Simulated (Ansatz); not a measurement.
Coupled-cluster diagnostics for HgI₂, Ansatz.

Geometry of the singlet (PBE-D4/def2-TZVP):

```xyz
3

Hg    0.000    0.000    0.000
I    -0.278   -2.534    0.523
I     0.278    2.534   -0.523
```

In the def2 sets Hg, I take a core potential; there is no spin–orbit coupling. Correlated methods freeze 8 core orbitals; core or outer-core shells of Hg, I are correlated, in sets that lack core-valence functions.

Estimate the CCSD(T) correlation energy, the shares of MP2 and (T), T1 and the reference's ⟨S²⟩ for: charge 0, singlet, own geometry in def2-TZVPP; and the rough time on 2 threads of Intel Xeon Platinum 8259CL on a shared host.


```json
{"state": "charge 0, singlet, own geometry", "basis": "def2-TZVPP", "correlation (eV)": "-42.709", "MP2 share (%)": "103.9", "(T) share (%)": "2.7", "T1": "0.013", "⟨S²⟩ (pure)": "0.00 (0.00)", "wall time": "55 s"}
```
Customary marks for T1 are 0.02 (closed shells), 0.045 (open shells) and about 0.05 (3d metals). T1 stays under 0.02 throughout.
